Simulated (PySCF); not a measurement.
**Orbital energies and ionisation energy**

Compound: 4-(aminomethyl)pyridine, C6H8N2.
Z-matrix (Å and degrees, PBE0-D3(BJ)/def2-SVP geometry), rows numbered from 1:
```
N 
C   1  1.4523
C   2  1.5108  1  114.56
C   3  1.3979  2  121.52  1   -87.67
C   4  1.3939  3  119.29  2   176.27
N   5  1.3305  4  123.63  3     0.08
C   6  1.3305  5  117.30  4     0.09
C   7  1.3940  6  123.56  5    -0.10
H   1  1.0188  2  109.94  3   -57.95
H   1  1.0188  2  109.94  3    58.06
H   2  1.1021  1  108.47  3  -122.42
H   2  1.1020  1  108.51  3   122.45
H   4  1.0938  3  120.60  2    -4.12
H   5  1.0965  4  119.99  3   179.79
H   7  1.0965  6  116.43  5   179.64
H   8  1.0938  3  120.57  2     4.13
```

Level: wB97X-D/def2-SVPD (PySCF). Frontier orbitals with their largest atomic shares (Löwdin; up to four atoms above 4 %):

```
orbital  ε (eV)                          main atoms
 HOMO−3  -10.24  C3 22 %, N6 21 %, C4 10 %, C8 10 %
 HOMO−2   -9.51  C8 21 %, C4 20 %, C5 20 %, C7 20 %
 HOMO−1   -9.49    N6 48 %, N1 13 %, C7 8 %, C5 8 %
   HOMO   -9.08                                   ?
   LUMO    0.81  C3 23 %, N6 21 %, C7 11 %, C4 10 %
 LUMO+1    1.14  C5 18 %, C7 18 %, C8 18 %, C4 18 %
 LUMO+2    2.25  C2 14 %, C4 10 %, C8 10 %, H13 8 %
```

Question: What vertical ionisation energy does ΔSCF give, and how far is −ε(HOMO) from it?

Answer: ΔSCF: 9.38 eV (905 kJ/mol; threshold wavelength 132 nm); ⟨S²⟩ of the doublet left behind is 0.773, against 0.75 for a pure doublet. −ε(HOMO) is 9.08 eV, 0.30 eV below it. For the exact functional −ε(HOMO) would equal the first vertical ionisation energy; wB97X-D (range-separated hybrid) falls short of its own ΔSCF value by 3 %. Holes in the HOMO−1 and HOMO−2 were tried too where these lie within 1.2 eV of the HOMO; the lowest converged state counts.

Question: On which atoms does the HOMO lie?

Answer: N1 (primary amine nitrogen) 44 %, N6 (pyridine-type nitrogen) 15 %, C3 (substituted aromatic carbon) 8 %, C2 (sp3 carbon bound to nitrogen) 7 %. The HOMO−1 lies 0.41 eV lower.

Question: What kinetic energy would electrons from this vertical process carry with 118.2 nm light (10.49 eV)?

Answer: 10.49 − 9.38 = 1.11 eV.

Question: What total energies stand behind the ΔSCF value?

Answer: E(N) = -342.59729 Eh and E(N − 1) = -342.25267 Eh at the same geometry, 0.34462 Eh apart.

Question: Shift the occupied levels rigidly so that −ε(HOMO) equals the ΔSCF value. What binding energies result?

Answer: The shift is +0.30 eV: HOMO 9.38, HOMO−1 9.79, HOMO−2 9.81, HOMO−3 10.54 eV. A rigid shift is only a rough guide to the deeper ionisations.

Question: How many of the 10 lowest singlet excitations (vertical TDDFT, same level) lie below the ionisation energy?

Answer: All 10; they run from 5.04 to 7.71 eV.

One conformer (not necessarily the lowest) at the PBE0-D3(BJ)/def2-SVP geometry, without solvent, vibrations or thermal averaging.

Note: wB97X-D ran without an empirical dispersion term, which enters the total energy and its gradient alone.
